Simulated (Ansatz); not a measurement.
`CC[SiH3]` + `[SH][Au]` → `C[S][Au]` + `C[SiH3]`  (substitution at a C–C bond)

Calculated with Ansatz (gas phase, PBE0-D4/def2-TZVP geometries, no zero-point term in ΔE). CBS: MP2 limit from def2 TZ/QZ plus the TZ coupled-cluster correction, frozen cores. This one scheme is used for every species. DFT in def2-TZVPP. def2 core potentials past Kr. For Au outer-core shells are correlated without core-valence functions, which leaves a few kJ/mol of doubt a bond.

```
    level  ΔE (kcal/mol)
  BLYP-D4           -1.1
 BHLYP-D4            1.5
     BLYP           -1.0
CAM-B3LYP            1.5
```

Q: What does CCSD(T)/CBS give? (Estimate.)

A: The calculation gave: +0.7 kcal/mol. The listed levels differ from it by -1.8, 0.8, -1.7, 0.8 kcal/mol.

Largest T1 diagnostic among the species: 0.025, so the coupled-cluster value is less sure than usual.

At CCSD(T), def2-SVP lies +3.1 kcal/mol from the extrapolated value and def2-TZVPP +0.5 kcal/mol. Leaving LDA and LC-ωPBE aside and taking each functional with its dispersion term where it has one, the values, not all of them listed here, spread over 3.0 kcal/mol, from BLYP-D4 to ωB97M-V. LDA lies +0.9 kcal/mol from PBE without D4.
